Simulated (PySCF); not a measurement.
From results back to the method.

Species: CH₇ClP₂Si.
Structure used (PBE0-D3(BJ)/def2-SVP), in Å, numbered top down from 1:
```
atom  x, y, z in Å
P1    -1.5773   -0.8640    0.9937
Si2   -0.1361    0.0489   -0.4940
P3     0.1628    2.2595   -0.1289
C4     1.5533   -0.7852   -0.2709
Cl5    2.1317   -0.5648    1.4088
H6    -1.7036   -2.0930    0.2700
H7    -2.7119   -0.2761    0.3518
H8    -0.5470   -0.1420   -1.9220
H9    -1.2388    2.5393   -0.0963
H10    0.2643    2.0867    1.2850
H11    2.2996   -0.3436   -0.9482
H12    1.5050   -1.8654   -0.4735
```

The closed-shell ground state was solved 4 times with PySCF (density fitting, gas phase), always with PBE0, in these basis sets: 6-31G*, def2-SVP, def2-SVPD and def2-TZVPD.

| row | total energy (Eh) | HOMO (eV) | LUMO (eV) | dipole (D) |
| --- | --- | --- | --- | --- |
| P | -1474.2068 | -7.42 | -0.52 | 1.93 |
| Q | -1474.0596 | -7.37 | -0.18 | 2.34 |
| R | -1473.6840 | -7.42 | -0.38 | 2.00 |
| S | -1473.6637 | -7.37 | 0.01 | 2.04 |

Which basis belongs to which row?

P = def2-TZVPD, Q = 6-31G*, R = def2-SVPD, S = def2-SVP. From the lowest total energy up: def2-TZVPD (275 functions) 0 eV; 6-31G* (100 functions) +4.01 eV; def2-SVPD (175 functions) +14.23 eV; def2-SVP (121 functions) +14.78 eV.

One conformer stands for the species.
